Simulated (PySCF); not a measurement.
**Correlation energy of Zn²⁺ (zinc, charge +2)**

[Ar] 3d9 4s1, high-spin 3D determinant (an excited configuration). All numbers are calculated (PySCF 2.14, no relativity, point nucleus, in dyall-av2z). Frozen: [Ar]; 10 electrons correlated; the 25 highest virtual orbitals of each spin left out.

| level | correlation energy (mhartree) |
| --- | --- |
| CCSD | -289.43 |
| (T) | -4.50 |
| CCSD(T) | -293.93 |

Diagnostics: T1 = 0.0066, D1 = 0.0143, largest double amplitude 0.014.

Cost of the coupled-cluster step: roughly 10 core-seconds, for 10 correlated electrons.
